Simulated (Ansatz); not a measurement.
One change: `[Cl][GaH][GeH3]` becomes `[OH][GaH][GeH3]`.

Ansatz, PBE0-D4/def2-TZVP geometries, multiplicity 1. Each molecule was computed in one conformer, which needn't be the lowest.

Scalar relativity is left out up to krypton.

| property | `[Cl][GaH][GeH3]` |
| --- | --- |
| size of the dipole moment (B3LYP/def2-TZVPP) / D | 1.99 |
| LUMO energy (B3LYP/def2-TZVPP) / eV | -2.31 |
| size of the dipole moment (PBE/def2-TZVPP) / D | 1.87 |
| HOMO–LUMO gap (ωB97M-V/def2-TZVPP) / eV | 9.51 |
| LUMO energy (ωB97M-V/def2-TZVPP) / eV | -0.33 |
| LUMO energy (PBE/def2-TZVPP) / eV | -2.81 |

**Question.** Give the same properties after the change, and the shifts. (Best estimate.)

**Answer.** The calculation gave: 
| property | `[OH][GaH][GeH3]` | shift |
| --- | --- | --- |
| size of the dipole moment (B3LYP/def2-TZVPP) / D | 1.27 | -0.72 |
| LUMO energy (B3LYP/def2-TZVPP) / eV | -1.77 | 0.54 |
| size of the dipole moment (PBE/def2-TZVPP) / D | 1.15 | -0.72 |
| HOMO–LUMO gap (ωB97M-V/def2-TZVPP) / eV | 9.92 | 0.41 |
| LUMO energy (ωB97M-V/def2-TZVPP) / eV | 0.21 | 0.54 |
| LUMO energy (PBE/def2-TZVPP) / eV | -2.27 | 0.54 |

With PBE0 the HOMO rises by 0.14 eV and the LUMO rises by 0.55 eV, so the gap widens by about 0.41 eV. PBE moves the HOMO by 0.14 eV and ωB97M-V by 0.13 eV. The zero-point energy changes by 32.8 kJ/mol with +3 modes. Dipoles are sizes alone; their direction can turn.

B3LYP here is the variant with VWN-RPA as its local correlation; programs differ in this.
